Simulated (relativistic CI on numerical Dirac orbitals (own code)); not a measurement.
# Er⁴⁺: M4,5 absorption edge

Computed with this model: Dirac-Coulomb-Breit CI, orbitals from a KLI potential per configuration, a model potential for QED, valence Slater integrals scaled by 0.8, multiplet model of core-to-valence dipole absorption; configurations [Xe] 4f10 → [Ar] 3d9 4s2 4p6 4d10 4f11 5s2 5p6; 80 K; Lorentzian 0.6 eV and Gaussian 0.4 eV FWHM. Energies are those of the free ion, without screening or charge transfer. The branching ratio is the share of the lower-energy edge in the whole absorption, uncertain by about 0.02 where the edges overlap. S is read from ⟨S²⟩ = S(S + 1).

Case free ion, the dichroism is that of the ground state at zero temperature, magnetised by magnetic field 10 T along z. The dichroism I(Δm = −1) − I(Δm = +1), over the sum of the three polarisations, integrates to -0.4587 on the lower edge and -0.0485 on the upper edge. The branching ratio is 0.903.

**Question.** Use the orbital sum rule with 4 holes to get ⟨Lz⟩.

**Answer.** For a d → f edge ⟨Lz⟩ = 3 × n_h × (sum of both integrals) in this sign convention = -6.09; the ground state itself has ⟨Lz⟩ = -6.09 and ⟨Sz⟩ = -1.91. The rule assumes one radial integral for both edges, which relativistic orbitals only approach.
